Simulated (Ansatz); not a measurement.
Reactions of CH₉NOSi₂, SMILES `C[SiH2]N[SiH2]O`.

Computed with Ansatz on PBE0-D4/def2-TZVP structures; ΔE is electronic, products minus reactants. CCSD(T)/CBS is the MP2 limit (def2-TZVPP, def2-QZVPP) plus CCSD(T) − MP2 in def2-TZVPP, frozen cores. This one scheme is used for every species. One conformer a species, not always the lowest.

Problem. Order these by ΔE at CCSD(T)/CBS, lowest first. (Estimate.)
A. `C[SiH2]N[SiH2]O` → `C[SiH2]O[SiH2]N`
B. `C[SiH2]N[SiH2]O` + HCl → `C[SiH2]N[SiH2]Cl` + H₂O
C. `C[SiH2]N[SiH2]O` + H₂ → `O[SiH2]N[SiH3]` + CH₄
D. `C[SiH2]N[SiH2]O` + H₂O → `O[SiH2]O` + `C[SiH2]N`
E. `C[SiH2]N[SiH2]O` → `CO[SiH2][SiH2]N`
F. `C[SiH2]N[SiH2]O` + H₂ → `C[SiH2]N[SiH3]` + H₂O
G. `C[SiH2]N[SiH2]O` → `NC([SiH3])[SiH2]O`

Solution. A (-52.4 kJ/mol), D (-29.2 kJ/mol), C (-21.2 kJ/mol), B (-6.6 kJ/mol), F (+88.3 kJ/mol), E (+194.2 kJ/mol), G (+224.4 kJ/mol).

Largest T1 diagnostic: 0.011, for `CO[SiH2][SiH2]N`.
